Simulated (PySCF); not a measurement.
# Electronic structure of Pt⁺ (platinum, charge +1) at the UHF level

Configuration: [Xe] 4f14 5d8 6s1, high-spin 4F determinant (an excited configuration). Calculation: PySCF 2.14, in x2c-TZVPPall with one added diffuse shell each of s, p, d, f type (12s8p8d4f1g, 113 functions); scalar relativity by spin-free X2C-1e.

- Total energy: -18409.849444 hartree
- One-electron energy: -25220.2073 hartree
- Hartree (Coulomb) energy: 7165.9731 hartree
- Exchange energy: -355.6152 hartree
- ⟨S²⟩: 3.7534
- ⟨L²⟩: 12.037
- Sum of ⟨r⟩: 42.98 bohr
- Sum of ⟨r²⟩: 51.55 bohr²
- Langevin diamagnetic susceptibility: -40.8 ×10⁻⁶ cm³/mol

```csv
shell,electrons,mean orbital energy (eV),spread (eV),"rms radius, mean of both spins (bohr)"
1s α,1,-78832.2,0,0.0194
1s β,1,-78832.2,0,0.0194
2s α,1,-14006.9,0,0.0782
2s β,1,-14006.6,0,0.0782
2p α,3,-12186.8,0,0.0716
2p β,3,-12186.5,0,0.0716
3s α,1,-3366.6,0,0.199
3s β,1,-3366.4,0,0.199
3p α,3,-2825.4,0,0.202
3p β,3,-2825.3,0,0.202
3d α,5,-2212.9,0.109,0.185
3d β,5,-2212.6,0.353,0.185
4s α,1,-768.71,0,0.441
4s β,1,-768.26,0,0.441
4p α,3,-587.36,0,0.469
4p β,3,-586.99,0,0.469
4d α,5,-358.07,0.304,0.503
4d β,5,-357.54,0.742,0.503
5s α,1,-132.98,0,1.02
5s β,1,-129.97,0,1.02
4f α,7,-103.21,0.397,0.565
4f β,7,-102.86,0.104,0.565
5p α,3,-83.050,0,1.18
5p β,3,-79.021,0,1.18
5d α,5,-23.388,1.068,1.71
5d β,3,-21.370,0,1.71
6s α,1,-16.916,0,2.89
```

Spin-orbit coupling, absent here, splits the open shell strongly.

Densities and radii are taken from the X2C orbitals without a picture-change correction, which distorts them close to the nucleus.

Spin-orbit constants ζ (cm⁻¹) from the X2C one-electron operator on these orbitals: bare nucleus, nucleus screened by l(l+1)(2l+1)/3 electrons, and screened by the Breit-Pauli mean field of the electrons.

```
shell     bare  screened nucleus  mean field
   2p  8628000           8407000         n/a
   3p  1916000           1867000         n/a
   3d   297800            259600         n/a
   4p   452600            441000         n/a
   4d    61940             54000         n/a
   4f    12110              7763         n/a
   5p    69310             67540         n/a
   5d     5376              4687         n/a
```

To first order the Landé constant is A = -1562 cm⁻¹, so the lowest level has J = 9/2 and lies 0.872 eV below the centre of the term. This holds in LS coupling only.
